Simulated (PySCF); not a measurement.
ZnH₂, SMILES [ZnH2].

Coordinates come from a PBE-D3(BJ)/def2-TZVPD optimisation. The isomer is the one that the SMILES or the coordinates give; other isomers of the formula were not compared.

The numbers are results of PBE-D3(BJ)/def2-TZVPD in PySCF, not measurements.

Frequencies are harmonic and unscaled.

Modes within 1.5 cm⁻¹ of each other (mostly degenerate sets) share a row, with their intensities summed.

Computed vibrational spectrum:
```tsv
mode	ν (cm⁻¹)	IR (km/mol)	Raman (Å⁴/amu)	depolarisation	moving atoms (share of kinetic energy)
1–2	647	253.1	0.0	–	H 97 %
3–4	1875	299.7	447.4	–	H 97 %
```
